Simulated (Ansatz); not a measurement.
C2H9ClN2OSi2 (`C=C[Si@@H](N)O[Si@H](N)Cl`), relaxed with RKS PBE-D4/def2-SVP in Ansatz 0.2.0 from a rough embedded geometry. The force threshold is 0.03 eV/Å; the program also tests the step.

Charge 0, multiplicity 1.

Start:

```xyz
17

C    -0.726   -1.558    1.955
C     0.487   -1.444    1.576
Si    1.072   -0.798    0.006
N     1.110   -2.065   -1.194
O     0.147    0.364   -0.656
Si   -0.229    1.945   -0.365
N    -1.682    2.257   -1.119
Cl    1.215    3.082   -1.297
H    -1.631   -1.251    1.286
H    -1.037   -1.968    2.916
H     1.270   -1.737    2.243
H     2.501   -0.307    0.058
H     0.044   -2.398   -1.194
H     1.243   -1.644   -2.060
H    -0.293    2.279    1.096
H    -1.866    3.270   -1.147
H    -1.625    1.972   -2.103
```

| step | energy (eV) | largest force (eV/Å) | largest move (Å) |
| --- | --- | --- | --- |
| 1 | -35493.5035 | 4.956 | 0.000 |
| 2 | -35494.2910 | 1.287 | 0.186 |
| 3 | -35494.4474 | 0.782 | 0.169 |
| 4 | -35494.4875 | 0.577 | 0.160 |
| 5 | -35494.5021 | 0.447 | 0.195 |
| 6 | -35494.5345 | 0.370 | 0.123 |
| 7 | -35494.5438 | 0.200 | 0.136 |
| 8 | -35494.5502 | 0.063 | 0.072 |
| 9 | -35494.5520 | 0.049 | 0.071 |
| 10 | -35494.5546 | 0.073 | 0.141 |
| 11 | -35494.5561 | 0.080 | 0.055 |
| 13 | -35494.5600 | 0.146 | 0.123 |
| 15 | -35494.5644 | 0.055 | 0.040 |
| 17 | -35494.5688 | 0.320 | 0.147 |
| 19 | -35494.5777 | 0.043 | 0.153 |
| 21 | -35494.5873 | 0.260 | 0.143 |
| 23 | -35494.5992 | 0.159 | 0.038 |
| 25 (rejected) | -35494.6020 | 0.416 | 0.195 |
| 27 | -35494.6202 | 0.075 | 0.085 |
| 29 | -35494.6227 | 0.039 | 0.024 |
| 31 | -35494.6239 | 0.036 | 0.036 |
| 33 | -35494.6249 | 0.077 | 0.056 |
| 35 | -35494.6257 | 0.057 | 0.015 |
| 37 (rejected) | -35494.6259 | 0.049 | 0.015 |
| 38 | -35494.6264 | 0.024 | 0.007 |

End:

```xyz
17

C    -0.889   -1.630    2.131
C     0.262   -1.906    1.486
Si    1.040   -0.737    0.255
N     1.266   -1.572   -1.245
O    -0.024    0.595    0.199
Si   -0.074    2.063   -0.563
N    -1.700    2.369   -1.032
Cl    1.300    1.945   -2.172
H    -1.425   -0.681    1.956
H    -1.342   -2.331    2.855
H     0.769   -2.868    1.690
H     2.383   -0.216    0.675
H     0.492   -2.136   -1.608
H     1.720   -1.061   -2.008
H     0.395    3.205    0.278
H    -1.954    3.308   -1.349
H    -2.220    1.654   -1.548
```

Hardware: 2 threads of an AMD EPYC 7R13 on a shared host and a share of an NVIDIA H100 80 GB. Wall time 120 s, peak host memory 0.87 GiB.
